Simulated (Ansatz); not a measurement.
Start from `C#[C][GeH2][OH]` and change one atom or group to get `C#[C][GeH2][F]`.

Ansatz, PBE0-D4/def2-TZVP geometries, multiplicity 1. Each molecule was computed in one conformer, which needn't be the lowest.

Scalar relativity is left out up to krypton.

```json
{"property": "HOMO energy (ωB97M-V/def2-TZVPP) / eV", "`C#[C][GeH2][OH]`": "-10.45"}
{"property": "LUMO energy (ωB97M-V/def2-TZVPP) / eV", "`C#[C][GeH2][OH]`": "1.40"}
{"property": "HOMO energy (B3LYP/def2-TZVPP) / eV", "`C#[C][GeH2][OH]`": "-7.97"}
{"property": "size of the dipole moment (PBE/def2-TZVPP) / D", "`C#[C][GeH2][OH]`": "1.20"}
{"property": "LUMO energy (PBE/def2-TZVPP) / eV", "`C#[C][GeH2][OH]`": "-1.37"}
{"property": "HOMO–LUMO gap (ωB97M-V/def2-TZVPP) / eV", "`C#[C][GeH2][OH]`": "11.86"}
```

**Question.** Give the same properties after the change, and the shifts. (An estimate is asked.)

**Answer.** Ansatz gave: 
| property | `C#[C][GeH2][F]` | shift |
| --- | --- | --- |
| HOMO energy (ωB97M-V/def2-TZVPP) / eV | -10.81 | -0.36 |
| LUMO energy (ωB97M-V/def2-TZVPP) / eV | 1.17 | -0.23 |
| HOMO energy (B3LYP/def2-TZVPP) / eV | -8.32 | -0.35 |
| size of the dipole moment (PBE/def2-TZVPP) / D | 2.12 | 0.92 |
| LUMO energy (PBE/def2-TZVPP) / eV | -1.73 | -0.36 |
| HOMO–LUMO gap (ωB97M-V/def2-TZVPP) / eV | 11.98 | 0.12 |

The zero-point energy changes by -29.0 kJ/mol with -3 modes. Dipoles are sizes alone; their direction can turn.

B3LYP here is the variant with VWN-RPA as its local correlation; programs differ in this.
